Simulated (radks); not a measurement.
Results of a calculation; reference values are marked as such.
How relativity changes the ionisation of the ytterbium ion Yb+ ([Xe] 4f14 6s1) to Yb2+ ([Xe] 4f14). Spin-unpolarised spherical Kohn-Sham, PBE, point nucleus unless stated (finite: rms radius 5.3108 fm), a radial shooting solver on a logarithmic mesh with Libxc functionals. A level marked "c x" has the speed of light scaled by that factor.

level                        E(Yb+) (hartree)  E(Yb2+) (hartree)  IE (eV)   HOMO  <r> HOMO (bohr)
non-rel.                          -13395.0678        -13394.6540   11.260     6s            3.827
scalar-rel.                       -14059.5647        -14059.1147   12.245     6s            3.543
scalar-rel., finite nucleus       -14057.9015        -14057.4516   12.243     6s            3.544
Dirac                             -14075.7195        -14075.2694   12.248  4f7/2           0.7973
Dirac, finite nucleus             -14074.0432        -14073.5932   12.246  4f7/2           0.7973
Dirac, c x 1.5                    -13674.5783        -13674.1505   11.640  6s1/2            3.711
Dirac, c x 5                      -13418.9593        -13418.5443   11.291  6s1/2            3.817
Dirac, c x 10                     -13401.0189        -13400.6048   11.268  6s1/2            3.825

NIST Atomic Spectra Database: 12.179 eV (measured). The relativistic part of the total energy of Yb+ is -679 hartree (Dirac, finite nucleus), 5.1 % of the non-relativistic value. Spin polarisation and multiplet splitting of open shells are left out at every level.

Beside tabulated values, note that relativity, absent from the non-relativistic runs, is large for the heavy elements, and spin-unpolarised runs miss the spin-polarisation part of the exchange energy of open shells.
